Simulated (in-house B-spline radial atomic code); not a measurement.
## Ionising I⁸⁺ with different functionals

Computed with a radial B-spline atomic code at the basis-set limit: scalar-relativistic (spin-free X2C) Hamiltonian, Fermi nucleus of rms radius 4.75 fm, spin-polarised at highest spin, spherical fractional occupations for the functionals, and exact exchange of hybrids averaged over the configuration. The ionisation energy is the difference of two self-consistent energies, [Kr] 4d9 → [Kr] 4d8, without Breit or QED terms; ε is the level of the shell that loses the electron (its least bound occupied spin orbital). There is no spin-orbit coupling in this Hamiltonian.

```tsv
method	rung	ΔSCF (eV)	-ε(4d) (eV)
PBE0	global hybrid	174.43	166.01
B3LYP	global hybrid	174.38	165.30
TPSSh	global hybrid	174.35	163.96
BHandHLYP	global hybrid	174.25	169.16
r2SCAN0	global hybrid	?	?
B97-1	global hybrid	?	?
HSE06	range-separated hybrid	174.38	165.55
wB97X	range-separated hybrid	174.17	168.19
CAM-B3LYP	range-separated hybrid	174.31	167.29
LC-wPBE	range-separated hybrid	174.35	168.23
```

(1) What does B97-1 give?

(2) What does r2SCAN0 give?

(3) Among the functionals, which spreads more, the ΔSCF values or the orbital energies?

(4) How do they compare with the NIST value?

Answers

(1) ΔSCF 174.37 eV, and -ε(4d) = 165.38 eV.

(2) ΔSCF 174.73 eV, and -ε(4d) = 166.44 eV.

(3) The orbital energies: ΔSCF values span about 0.56 eV and the orbital energies 5.20 eV; here energy differences depend much less on the functional than eigenvalues do.

(4) NIST lists 171 eV ± 2.2 (tabulated theory, ground level to ground level). Errors run from +3.17 to +3.73 eV; all lie within about twice that uncertainty, so the table can't rank the methods.
